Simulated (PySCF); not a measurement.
Bond stretch in BF, singlet.

- UHF/cc-pVDZ (PySCF)
- RHF/cc-pVDZ (PySCF)
- UKS-PBE = unrestricted PBE/cc-pVDZ run with PySCF
- RKS-PBE = restricted PBE/cc-pVDZ run with PySCF
- UKS-r2SCAN = unrestricted r2SCAN/cc-pVDZ run with PySCF
- RKS-r2SCAN = restricted r2SCAN/cc-pVDZ (PySCF 2.14.0)
- UKS-BHandHLYP = unrestricted BHandHLYP/cc-pVDZ in PySCF
- RKS-BHandHLYP = restricted BHandHLYP/cc-pVDZ (PySCF)
- UKS-B3LYP/6-31G* = unrestricted B3LYP/6-31G*, spherical d run with PySCF 2.14.0
- RKS-B3LYP/6-31G* = PySCF with restricted B3LYP/6-31G*, spherical d

Scanned distances (Å): 0.96, 1.01, 1.07, 1.14, 1.19, 1.23, 1.26, 1.31, 1.35, 1.38, 1.48, 1.58, 1.71, 1.89, 2.06, 2.28, 2.52, 2.81, 3.09, 3.43, 3.75, 4.45, 5.07.

**Question.** Where does the unrestricted solution first break spin symmetry (<S²> of 0.01 or more)?

**Answer.** UHF: between 1.48 and 1.58 Å; UKS-PBE: between 2.52 and 2.81 Å; UKS-r2SCAN: between 2.52 and 2.81 Å; UKS-BHandHLYP: between 2.06 and 2.28 Å; UKS-B3LYP/6-31G*: between 2.28 and 2.52 Å.

| R / Å | <S²> UHF | E(RHF) − E(UHF) / kcal/mol | <S²> UKS-PBE | E(RKS-PBE) − E(UKS-PBE) / kcal/mol | <S²> UKS-r2SCAN | E(RKS-r2SCAN) − E(UKS-r2SCAN) / kcal/mol | <S²> UKS-BHandHLYP | E(RKS-BHandHLYP) − E(UKS-BHandHLYP) / kcal/mol | <S²> UKS-B3LYP/6-31G* | E(RKS-B3LYP/6-31G*) − E(UKS-B3LYP/6-31G*) / kcal/mol |
|---|---|---|---|---|---|---|---|---|---|---|
| 0.96 | 0.00 | 0.0 | 0.00 | 0.0 | 0.00 | 0.0 | 0.00 | 0.0 | 0.00 | 0.0 |
| 1.01 | 0.00 | 0.0 | 0.00 | 0.0 | 0.00 | 0.0 | 0.00 | 0.0 | 0.00 | 0.0 |
| 1.07 | 0.00 | 0.0 | 0.00 | 0.0 | 0.00 | 0.0 | 0.00 | 0.0 | 0.00 | 0.0 |
| 1.14 | 0.00 | 0.0 | 0.00 | 0.0 | 0.00 | 0.0 | 0.00 | 0.0 | 0.00 | 0.0 |
| 1.19 | 0.00 | 0.0 | 0.00 | 0.0 | 0.00 | 0.0 | 0.00 | 0.0 | 0.00 | 0.0 |
| 1.23 | 0.00 | 0.0 | 0.00 | 0.0 | 0.00 | 0.0 | 0.00 | 0.0 | 0.00 | 0.0 |
| 1.26 | 0.00 | 0.0 | 0.00 | 0.0 | 0.00 | 0.0 | 0.00 | 0.0 | 0.00 | 0.0 |
| 1.31 | 0.00 | 0.0 | 0.00 | 0.0 | 0.00 | 0.0 | 0.00 | 0.0 | 0.00 | 0.0 |
| 1.35 | 0.00 | 0.0 | 0.00 | 0.0 | 0.00 | 0.0 | 0.00 | 0.0 | 0.00 | 0.0 |
| 1.38 | 0.00 | 0.0 | 0.00 | 0.0 | 0.00 | 0.0 | 0.00 | 0.0 | 0.00 | 0.0 |
| 1.48 | 0.00 | 0.0 | 0.00 | 0.0 | 0.00 | 0.0 | 0.00 | 0.0 | 0.00 | 0.0 |
| 1.58 | 0.04 | 0.0 | 0.00 | 0.0 | 0.00 | 0.0 | 0.00 | 0.0 | 0.00 | 0.0 |
| 1.71 | 0.06 | 0.1 | 0.00 | 0.0 | 0.00 | 0.0 | 0.00 | 0.0 | 0.00 | 0.0 |
| 1.89 | 0.06 | 0.1 | 0.00 | 0.0 | 0.00 | 0.0 | 0.00 | 0.0 | 0.00 | 0.0 |
| 2.06 | 0.05 | 0.0 | 0.00 | 0.0 | 0.00 | 0.0 | 0.00 | 0.0 | 0.00 | 0.0 |
| 2.28 | 0.63 | 6.7 | 0.00 | 0.0 | 0.00 | 0.0 | 0.04 | 0.0 | 0.00 | 0.0 |
| 2.52 | 0.85 | 22.6 | 0.00 | 0.0 | 0.00 | 0.0 | 0.46 | 4.9 | 0.11 | 0.2 |
| 2.81 | 0.95 | 41.8 | 0.12 | 0.2 | 0.38 | 1.9 | 0.68 | 14.5 | 0.46 | 4.8 |
| 3.09 | 0.98 | 58.2 | 0.32 | 1.4 | 0.57 | 6.5 | 0.80 | 24.0 | 0.60 | 10.8 |
| 3.43 | 1.00 | 74.8 | 0.54 | 3.6 | 0.68 | 11.9 | 0.90 | 34.2 | 0.69 | 17.2 |
| 3.75 | 1.01 | 87.4 | 0.64 | 6.2 | 0.73 | 15.9 | 0.95 | 42.2 | 0.75 | 21.7 |
| 4.45 | 1.01 | 106.4 | 0.72 | 10.3 | 0.78 | 21.0 | 1.00 | 54.8 | 0.80 | 27.9 |
| 5.07 | 1.01 | 116.6 | 0.75 | 11.9 | 0.80 | 23.2 | 1.00 | 61.4 | 0.82 | 30.7 |
